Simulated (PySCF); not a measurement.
PySCF was given this input:
```python
from pyscf import gto, scf, dft

mol = gto.Mole()
mol.atom = '''
    O     0.024916   -0.019994   -1.537993
    Te    0.009897   -0.023647    0.214069
'''
mol.basis = 'def2-svp'
mol.ecp = {'Te': 'def2-svp'}
mol.charge = 0
mol.spin = 2
mol.verbose = 4
mol.build()

mf = dft.UKS(mol)
mf.xc = 'tpss'
mf.kernel()
g = mf.nuc_grad_method()
grad = g.kernel()
```

Question: What is the computed dipole moment (TPSS/def2-SVP, gradient (PySCF))?

Answer: 2.53 D

Question: Estimate the <S^2> that TPSS/def2-SVP, gradient returns for this input.

Answer: 2.004

Question: Give the total energy at the level TPSS/def2-SVP, gradient.

Answer: -343.019017 Ha

Question: What is the computed nuclear repulsion energy (TPSS/def2-SVP, gradient)?

Answer: 57.9877 Eh

These values belong to the state on which the SCF converged, which isn't shown to be the lowest.
